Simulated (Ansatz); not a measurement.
Basis-set series for C₃H₉Al, SMILES `CC[CH2][AlH2]`. The species carries charge 0 and has multiplicity 1. Geometry: relaxed with PBE0-D4/def2-TZVP. It is one conformer, not always the lowest.

```json
{"functional": "PBE0-D4", "basis": "def2-SVP", "functions": "105", "energy (Eh)": "-361.72092", "HOMO (eV)": "-7.55", "LUMO (eV)": "-1.27"}
{"functional": "PBE0-D4", "basis": "def2-TZVPP", "functions": "261", "energy (Eh)": "-361.93469", "HOMO (eV)": "-7.55", "LUMO (eV)": "-1.30"}
{"functional": "ωB97M-V", "basis": "def2-SVP", "functions": "105", "energy (Eh)": "-361.87359", "HOMO (eV)": "-9.74", "LUMO (eV)": "0.39"}
{"functional": "ωB97M-V", "basis": "def2-TZVPP", "functions": "261", "energy (Eh)": "-362.09668", "HOMO (eV)": "-9.76", "LUMO (eV)": "0.26"}
```

(1) Give the rows for def2-QZVPP. (Estimate.)

Results:

(1) Computed: 
```
functional       basis  functions  energy (Eh)  HOMO (eV)  LUMO (eV)
   PBE0-D4  def2-QZVPP        511   -361.94935      -7.55      -1.33
   ωB97M-V  def2-QZVPP        511   -362.11110      -9.76       0.06
```

Positive LUMOs are unbound and depend on the basis.
